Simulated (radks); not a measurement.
Excited configurations of Tc10+: one electron is placed in a higher orbital outside [Ar] 3d10 4s2 4p2. The ground configuration is [Ar] 3d10 4s2 4p3. Calculated with a radial shooting solver on a logarithmic mesh with Libxc functionals: Dirac Kohn-Sham, PBEsol, spin-unpolarised, spherical densities, point nucleus; open shells fill j = l - 1/2 first. Excitation = E - E(ground); binding = E(ion) - E, where the ion is the core of charge +11; n* = 11/sqrt(2 binding) in atomic units. These energies are relativistic, and a one-electron ion of charge +11 with no core already has n* below n in this formula (Dirac formula, point nucleus: 4d3/2 3.999, 4f5/2 4.000, 5d3/2 4.999, 5f5/2 4.999, 6d3/2 5.999, 7s1/2 6.997, 7p1/2 6.997, 7f5/2 6.999). The quantum defect is therefore taken as that value minus n*, so that it holds no relativistic shift of the bare ion.

| outer orbital | excitation (eV) | binding (eV) | n* | quantum defect | <r> (bohr) |
|---|---|---|---|---|---|
| 4d3/2 | 47.128 | 166.76 | 3.142 | 0.857 | 1.137 |
| 4f5/2 | 95.735 | 118.15 | 3.733 | 0.267 | 1.315 |
| 5d3/2 | 120.53 | 93.357 | 4.199 | 0.800 | 2.179 |
| 5f5/2 | 139.93 | 73.951 | 4.718 | 0.281 | 2.490 |
| 6d3/2 | 152.93 | 60.958 | 5.197 | 0.802 | 3.459 |
| 7s1/2 | 161.91 | 51.969 | 5.628 | 1.369 | 4.357 |
| 7p1/2 | 165.10 | 48.782 | 5.809 | 1.188 | 4.559 |
| 7f5/2 | 176.90 | 36.982 | 6.672 | 0.327 | 5.555 |

The Delta-SCF ionisation energy is 213.88 eV (NIST Atomic Spectra Database: 214 eV, theoretical). Self-interaction in the functional shifts the binding energies and quantum defects, so they are the method's values and not measured ones. Spin polarisation and multiplet splitting are left out, so open shells lie too high by an amount that depends on their filling.

Beside tabulated values, note that spin-unpolarised runs miss the spin-polarisation part of the exchange energy of open shells.
